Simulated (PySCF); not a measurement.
# Ionisation energies by method

Calculated results; nothing here was measured. They come from PySCF 2.14.0, an open-source quantum chemistry program, on isolated molecules that a program drew, which may never have been made.

Each row is one molecule at its Hartree-Fock double-zeta minimum. Values are energies in eV to remove one electron at fixed geometry, as differences of total energies, from the first spin state named to the second. Koopmans is minus the highest occupied HF orbital energy, given where it applies. The basis family is cc-pV(n+d)Z, with diffuse functions on anions, UHF for radicals and no spin-orbit coupling. Best is HF at quadruple zeta, plus MP2 correlation extrapolated from triple and quadruple zeta, plus CCSD(T) minus MP2 at triple zeta, with a frozen core. The other columns are at triple zeta. The step is the size of the change in best from the same recipe one zeta lower. Germanium has the cc-pVnZ-PP basis, with a core potential (ECP10MDF) in place of its 10 inner electrons, and its 3s, 3p and 3d shells are frozen in MP2 and coupled-cluster steps.

```
SMILES,charge,spin states,Koopmans,PBE,MP2,r2SCAN,wB97X,CCSD(T),best,step
[BH+]O,+1,singlet to doublet,24.37,23.40,23.72,23.43,23.53,23.53,23.67,0.04
[NH2][GeH2+],+1,singlet to doublet,18.00,17.49,17.41,17.30,17.31,17.31,17.45,0.02
[BH+]F,+1,singlet to doublet,26.57,25.95,25.97,26.03,26.30,26.17,26.27,0.00
[SiH2+]Cl,+1,singlet to doublet,19.24,18.38,18.96,18.53,18.76,18.76,18.94,0.07
N=[B][AlH+],+1,singlet to doublet,16.61,16.44,16.51,16.22,16.11,16.28,16.40,0.04
[OH][Al+][OH],+1,singlet to doublet,20.36,18.11,19.44,18.25,18.98,19.18,19.38,0.07
B=N[BH+],+1,singlet to doublet,20.01,20.06,19.95,19.84,19.69,19.79,19.91,0.03
O[B+]Cl,+1,singlet to doublet,?,19.74,?,?,?,?,?,?
```

**Estimate the best value of the last row from its PBE value.**

A least-squares line through the other rows is best = 0.37 + 0.997 x PBE, with a scatter of 0.54 eV (squared misfits over 5 degrees of freedom). At 19.74 eV it gives 20.05 eV. The calculation gives 20.19 eV, with a step of 0.09 eV, so the line misses by 0.14 eV. Over the other rows PBE lies on average 0.31 eV below best. The rest of the last row: 20.15 (MP2), 19.87 (r2SCAN), 20.07 (wB97X), 19.99 (CCSD(T)), 20.56 (Koopmans).
